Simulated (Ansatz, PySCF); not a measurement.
This PySCF input computes a SVWN5/def2-TZVPD energy:

```python
from pyscf import gto, scf, dft

mol = gto.M(
    atom='''
    C     0.02862427    0.77403521   -0.04928916
    C    -0.73380022   -0.43145510    0.23926106
    C     0.68523912   -0.35673882   -0.07459244
    H     0.04451260    1.84469036   -0.15404392
    H    -1.54549687   -0.89019712   -0.32345270
    H     1.62060524   -0.86954100   -0.21478018
    ''',
    basis='def2-tzvpd',
    charge=0,
    spin=1,
    verbose=4,
)

mf = dft.UKS(mol, xc='svwn').density_fit(auxbasis='def2-universal-jkfit')
mf.grids.level = 3
mf.conv_tol = 1e-9
mf.max_cycle = 100
mf.max_memory = 1500
mf.kernel()
if not mf.converged:
    mf = mf.newton()
    mf.kernel(mf.make_rdm1())
for _ in range(2):
    mo, _, stable, _ = mf.stability(return_status=True)
    if stable:
        break
    mf.kernel(mf.make_rdm1(mo, mf.mo_occ))
mf.analyze()
```

Q: Write an input for the same energy in Ansatz (an electronic-structure program) and say what it gives.

A: 
Ansatz 0.2 input:
```yaml
crystal:
  periodic: [false, false, false]
  atoms:
    - {symbol: C, position_ang: [0.02862427, 0.77403521, -0.04928916]}
    - {symbol: C, position_ang: [-0.73380022, -0.43145510, 0.23926106]}
    - {symbol: C, position_ang: [0.68523912, -0.35673882, -0.07459244]}
    - {symbol: H, position_ang: [0.04451260, 1.84469036, -0.15404392]}
    - {symbol: H, position_ang: [-1.54549687, -0.89019712, -0.32345270]}
    - {symbol: H, position_ang: [1.62060524, -0.86954100, -0.21478018]}
basis:
  gaussian:
    orbitals: def2-TZVPD
hamiltonian:
  xc: {name: SVWN5}
magnetization: {spin_polarized: true, initial_magnetization: 1}
output: {forces: true}
```
It gives -114.90571 Eh, and PySCF -114.90578 Eh, a difference of 0.07 mEh, from the treatment of integrals and grids.

It need not be the lowest isomer of its formula.
